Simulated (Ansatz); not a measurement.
H₃Si, doublet, geometry from GFN2-xTB; B3LYP/STO-3G (Ansatz, a quantum-chemistry and plane-wave program).

Input for Ansatz:
Ansatz 0.2 input:
```yaml
crystal:
  periodic: [false, false, false]
  atoms:
    - {symbol: Si, position_ang: [0.00205701, 0.00065505, 0.05604716]}
    - {symbol: H, position_ang: [-0.61215959, 1.27597935, -0.25438740]}
    - {symbol: H, position_ang: [1.39846537, -0.12090169, -0.31185415]}
    - {symbol: H, position_ang: [-0.81510396, -1.16424843, -0.21841873]}
basis:
  gaussian:
    orbitals: STO-3G
hamiltonian:
  xc: b3lyp
magnetization: {spin_polarized: true, initial_magnetization: 1}
```

Q: Predict the main parts of the log of this Ansatz run.

A: 
```
Functional definition: B3LYP
128 factors; integrals over basis functions are off by at most 1.9e-5 eV
mean field evaluation 1: about -7832.4443 eV, gradient 6.2e0 eV
mean field evaluation 2: about -7832.6876 eV, gradient 3.2e0 eV
mean field evaluation 4: about -7832.7640 eV, gradient 7.2e-2 eV
mean field evaluation 8: about -7832.7488 eV, gradient 3.5e-4 eV
mean field -7832.74882601 eV, -287.8482101282 hartree, gradient 1.2e-5 eV, S^2 0.751259; 0 other end points of the search recorded, 0 dependent functions left out
reference -7832.74894423 eV, -287.8482144727 hartree; 9, 8 occupied and 3, 4 virtual orbitals, 128 factors
Total energy: -7832.74894423 eV, -287.8482144727 hartree
```
